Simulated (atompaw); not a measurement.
**Scattering properties, PAW (atompaw) potential for Au**

Au (Z = 79), PAW, made with atompaw 4.2.0.5 (LDA (PW92), scalar-relativistic). Core [Kr] 4d10 4f14 5s2, reference 5p6 5d10 6s0.5 6p0 (charge +0.5). Waves: 6s (bound): rc 2.25 bohr; 6s channel at 3.4 Ry: rc 2.25 bohr; 5p (bound): rc 1.25 bohr; 6p (bound, empty): rc 2.25 bohr; 5d (bound): rc 2.25 bohr; 5d channel at 0.85 Ry: rc 1.40 bohr. Local part: bessel scheme, radius 1.50 bohr. Core correction: smooth core density matched at 1.85 bohr. Augmentation charge: besselshape compensation charge, radius 1.90 bohr; PAW radius 2.25 bohr; waves and projectors: custom polynom2 7 10 vanderbiltortho.

The phase is arctan(r·u′/u) with u = r·R(r), unwrapped; energies in Ry, scanned from -7 to 5 Ry. A pole is an energy at which the radial function vanishes at the test radius. The pseudo phase is shifted by a multiple of π to meet the all-electron one at the reference energy, and phase errors are pseudo minus all-electron; the curves can meet again beyond the range given. Levels narrower than the energy grid can be missing from the lists of poles.

Q: For each channel, where are the poles, and over which energies does the pseudopotential scatter like the atom?

A:

| channel | radius (bohr) | reference energy (Ry) | poles, all-electron | poles, pseudo | unbroken range about the reference energy with phases within 0.05 rad | phase error 1 Ry above the reference energy (rad) |
| --- | --- | --- | --- | --- | --- | --- |
| s | 2.25 | -0.72 | 2.86 | 2.86 | the whole range | -0.001 |
| p | 2.25 | -0.27 | -4.61 | -4.61, 4.92 | the whole range | -0.006 |
| d | 2.25 | -0.83 | -0.14 | -0.14 | the whole range | +0.000 |

Note: ghost state, extra bound levels that the all-electron valence spectrum of the same l lacks: s at -15822.4 eV. A true bound ghost makes a file unfit for plane-wave use.

Phases in the d channel:

| E (Ry) | all-electron | pseudo |
| --- | --- | --- |
| -7.00 | 1.397 | 1.397 |
| -6.52 | 1.390 | 1.390 |
| -6.04 | 1.382 | 1.382 |
| -5.56 | 1.373 | 1.373 |
| -5.08 | 1.362 | 1.362 |
| -4.60 | 1.349 | 1.349 |
| -4.12 | 1.333 | 1.333 |
| -3.64 | 1.312 | 1.312 |
| -3.16 | 1.284 | 1.284 |
| -2.68 | 1.242 | 1.242 |
| -2.20 | 1.172 | 1.172 |
| -1.72 | 1.015 | 1.016 |
| -1.24 | 0.387 | 0.387 |
| -0.76 | -1.151 | -1.151 |
| -0.28 | -1.523 | -1.523 |
| 0.20 | -1.651 | -1.651 |
| 0.68 | -1.729 | -1.729 |
| 1.16 | -1.795 | -1.795 |
| 1.64 | -1.867 | -1.867 |
| 2.12 | -1.961 | -1.961 |
| 2.60 | -2.107 | -2.106 |
| 3.08 | -2.377 | -2.375 |
| 3.56 | -2.929 | -2.925 |
| 4.04 | -3.672 | -3.666 |
| 4.52 | -4.119 | -4.116 |
| 5.00 | -4.335 | -4.333 |
